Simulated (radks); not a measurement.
The numbers below are computed, except where a source is named.
Kinetic energies: the exact non-interacting value of the Kohn-Sham orbitals and orbital-free approximations, as 100 (|E| - |E exact|)/|E exact|, negative where the magnitude is too small. Species: Ce4+ [Xe]; Eu [Xe] 4f7 6s2; Tc+ [Kr] 4d5 5s1; Xe3+ [Kr] 4d10 5s2 5p3. Code: a radial shooting solver on a logarithmic mesh with Libxc functionals. Model: non-relativistic Kohn-Sham, exchange-only B88, spin-polarised, spherical densities, point nucleus. Every spin shell is full or empty, so the densities are truly spherical. Functionals are evaluated on that one density, not self-consistently.

| functional | Ce4+ | Eu | Tc+ | Xe3+ |
|---|---|---|---|---|
| exact (hartree) | 8564.23 | 10423.9 | 4204.63 | 7229.90 |
| Thomas-Fermi | -5.12 | -5.02 | -5.53 | -5.19 |
| von Weizsacker | -60.38 | -61.51 | -56.29 | -59.46 |
| TF + vW/5 | +2.80 | +2.68 | +3.21 | +2.92 |
| LC94 | +0.01 | -0.01 | +0.08 | +0.05 |
| APBEK | +0.06 | +0.03 | +0.14 | +0.10 |
| revAPBEK | +0.22 | +0.18 | +0.34 | +0.27 |
| Perdew 92 | -0.71 | -0.73 | -0.66 | -0.68 |
| Thakkar | -0.68 | -0.73 | -0.51 | -0.61 |
| Pearson | -0.93 | -0.93 | -0.96 | -0.91 |
| LKT | +18.09 | +17.47 | +20.36 | +18.63 |
| PG1 | +14.17 | +13.66 | +16.04 | +14.61 |
| DePristo-Kress | -0.17 | -0.20 | -0.06 | -0.12 |
| Ernzerhof | -0.47 | -0.50 | -0.37 | -0.42 |
